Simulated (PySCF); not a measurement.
# Stretching CBr

Set-up: basis C pcseg-1, Br pcseg-1; no relativity; PySCF 2.14. Energies in eV from C + Br in their ground configurations at the same level. State: ²Π (doublet), unpaired electrons π ↑.

All columns are PBE0. A positive dipole means C(−)Br(+).

```csv
R (Å),E (eV),μ (D),Mulliken charge on C (basis-dependent),HOMO (eV),LUMO (eV),Mayer bond order,⟨S²⟩
1.582,-2.549,2.59,-0.13,-5.54,-2.73,1.71,0.75
1.656,-3.122,2.25,-0.07,-5.85,-2.99,1.62,0.75
1.730,-3.430,1.90,-0.01,-6.14,-3.24,1.55,0.75
1.785,-3.536,1.63,0.02,-6.36,-3.42,1.51,0.75
1.840,-3.563,1.35,0.05,-6.56,-3.59,1.47,0.75
1.895,-3.529,1.07,0.07,-6.76,-3.76,1.43,0.76
1.969,-3.416,0.70,0.10,-7.01,-3.98,1.39,0.76
2.061,-3.200,0.25,0.12,-7.30,-4.24,1.35,0.76
2.171,-2.874,-0.27,0.14,-7.59,-4.53,1.30,0.76
2.318,-2.392,-0.90,0.17,-7.87,-4.88,1.25,0.76
```

A fit through these points gives, at Re = 1.834 Å, μ = 1.38 D and dμ/dR = -5.06 D/Å; the reduced mass is 10.42 u.

How strong is the fundamental in the double-harmonic approximation, I = 42.26·(dμ/dR)²/μred km/mol?

I = 42.26·(-5.06)²/10.42 = 104 km/mol at PBE0.

Spin–orbit coupling is left out. The state is the lowest determinant that a PBE0 search found; another state may lie lower at other levels.
